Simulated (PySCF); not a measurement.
GeHCl3, SMILES [Cl][GeH]([Cl])[Cl]. Atoms are numbered in the order given.

```xyz
5

Ge     0.0000     0.0000     0.4370
Cl     1.7367    -1.0027    -0.3126
Cl    -1.7367    -1.0027    -0.3126
Cl     0.0000     2.0054    -0.3126
H      0.0000     0.0000     1.9607
```

The structure is a stationary point at r2SCAN-D4/def2-SVP. The isomer is the one that the SMILES or the coordinates give; other isomers of the formula were not compared.

These are PySCF with PBE/def2-TZVP values and carry that method's errors.

Symmetry labels are those of the subgroup Cs that the program uses (full group C3v).

Computed valence orbital energies around the gap with their symmetry:
```csv
orbital,symmetry,energy (eV)
HOMO−7,A',-10.45
HOMO−6,A",-10.45
HOMO−5,A",-8.57
HOMO−4,A',-8.57
HOMO−3,A',-8.18
HOMO−2,A",-8.18
HOMO−1,A',-8.17
HOMO,A",-7.94
LUMO,A',-2.55
LUMO+1,A",-0.96
LUMO+2,A',-0.96
LUMO+3,A',0.35
```
